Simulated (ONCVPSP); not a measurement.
## calcium (Ca): excitation energies, all-electron against ONCV

| Quantity | Value |
| --- | --- |
| Element | Ca |
| Generator | ONCVPSP 4.0.1 |
| Type | optimised norm-conserving Vanderbilt (ONCV) |
| Functional | Wu-Cohen |
| Relativity | scalar-relativistic |
| Frozen core | [Ne] |
| Valence charge | 10 |
| Reference configuration | 3s2 3p6 4s2 |
| Partial waves | 3s+4s: rc 2.00 bohr, ncon 4, nbas 7, qcut 5.8 1/bohr, 2 projectors; 3p: rc 1.10 bohr, ncon 3, nbas 7, qcut 8.9 1/bohr, 2 projectors, debl 2.1 Ha; d scattering state at 0.03 Ha: rc 2.00 bohr, ncon 3, nbas 6, qcut 5.1 1/bohr, 3 projectors, debl 1.9 Ha |
| Local potential | polynomial inside 0.90 bohr (lpopt 5, dvloc0 4 Ha) |
| Core correction | Teter function fitted to the true core (icmod 2), fcfact 0.4 |

In the d channel the program set the typed energies aside and used -0.072, 1.828, 3.728 Ha.

Energies are relative to the spin-unpolarised reference configuration 3s2 3p6 4s2; without spin polarisation the order of configurations can differ from experiment.

```tsv
valence configuration	charge	ΔE all-electron (eV)	error AE − PS (meV)
3s2 3p6 4s1	+1	6.296	-0.5
3s2 3p6 4s0	+2	17.924	-3.2
3s2 3p6 4s1.5	+0.5	2.504	-0.1
```

Q: What are ΔE and the potential's error for 3s2 3p6 4s1 4p1?

A: ΔE = 2.425 eV all-electron; the error (AE − PS) is -0.4 meV.

Levels in the configuration 3s2 3p6 4s1.5:

```tsv
level	all-electron (eV)	pseudo (eV)
3s	-50.279	-50.284
3p	-31.257	-31.258
4s	-6.277	-6.277
```
